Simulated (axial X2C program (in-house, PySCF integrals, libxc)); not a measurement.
Ω levels of HfCl⁺ from open-shell CI on d1 s1 p(π)0

Calculated with an in-house all-electron X2C program for linear molecules (integrals from PySCF): two-component X2C with atomic mean-field Coulomb and Gaunt terms, basis Hf dyall-v3z, Cl dyall-v3z (cores contracted in-house). Orbitals come from Hartree–Fock averaged over the configuration Hf d1 s1 p(π)0; CI then distributes these electrons over the d, s, p(π) shells of Hf.

R = 2.292 Å (near the minimum of the configuration average).

Active spinors (ω > 0):

```tsv
shell	ω	ε (eV)	character
d	3/2	-5.17	99% Hf d
d	5/2	-4.94	100% Hf d
d	1/2	-4.82	75% Hf d, 16% Hf p, 4% Cl p
d	3/2	-4.54	88% Hf d, 5% Hf p, 4% Cl p
d	1/2	-4.42	65% Hf d, 23% Hf p, 5% Cl p
s	1/2	-9.81	69% Hf s, 23% Hf d, 5% Hf p
p(π)	1/2	-3.15	85% Hf p, 6% Hf d, 4% Cl p
p(π)	3/2	-2.94	86% Hf p, 5% Hf d, 3% Cl p
```

Lowest levels of this model:

```csv
Ω,energy (cm⁻¹),g∥,configuration
1,0,0.04,100% d1 s1
0,484,0.00,82% s2 + 12% d2
2,1016,4.03,100% d1 s1
3,2439,8.00,100% d1 s1
0,6351,0.00,98% d1 s1
0,6752,0.00,95% d1 s1
1,7056,2.08,95% d1 s1
2,8191,5.71,94% d1 s1 + 6% d2
1,9092,1.99,70% d1 s1 + 29% d2
2,9905,3.82,55% d1 s1 + 44% d2
2,11247,2.52,77% d2 + 22% d1 s1
0,12224,0.00,95% d2
3,12844,6.05,99% d2
1,13051,3.65,97% d2
0,14203,0.00,78% d1 s1 + 21% d2
1,14450,3.85,95% d1 s1
4,14592,9.95,100% d2
1,15304,1.96,91% d2 + 8% d1 s1
0,15496,0.00,77% d2 + 22% d1 s1
2,15577,5.77,97% d2
0,15800,0.00,93% d2
0,16775,0.00,52% d2 + 41% d1 s1
2,19136,4.15,98% d2
3,19882,7.87,100% d2
4,20297,8.06,100% d2
0,21888,0.00,99% d2
3,24997,6.08,99% d2
```

g∥ is the magnitude of 2⟨Lz + ge Sz⟩ for the +Ω component.

(1) From Ω and g∥ of the lowest level, whose 2⟨Lz + ge Sz⟩ is positive, find ⟨Sz⟩ and ⟨Lz⟩ (ge = 2.0023).

Occupations of the active spinors in the lowest level by ω, shell by shell in order of energy: -5/2: 0.00; -3/2: 0.00 0.00 0.00; -1/2: 0.00 0.00 1.00 0.00; 1/2: 0.00 0.00 0.00 0.00; 3/2: 1.00 0.00 0.00; 5/2: 0.00. The leading determinant has weight 1.00 among 21.

This point took 1.5 s on 1 thread of Arm Neoverse V1 (shared host).

There is no dynamic correlation: spin–orbit spacings and, for f shells, spacings inside one term are the most reliable numbers, splittings between terms come out too wide, and energies between configurations are not reliable, so the lowest level need not be the ground state of the molecule. For d shells the ligand-field splittings (σ, π, δ) and their order can be off by a thousand cm⁻¹ or more. At most 6 roots were kept for each Ω > 0 (twice that for Ω = 0) within 3.2 eV of the lowest, so higher up levels can be missing between those listed; levels with Ω > 0 are doubly degenerate and listed once, Ω = 0 levels singly. Some active spinors are only partly of the character that their shell is named for, so the shell names and counts are nominal. States that fill the shells left empty in the average are placed too high.

## Answers

(1) Ω = ⟨Lz⟩ + ⟨Sz⟩ = 1 and ⟨Lz⟩ + ge⟨Sz⟩ = 0.020, so ⟨Sz⟩ = -0.98 and ⟨Lz⟩ = 1.98.
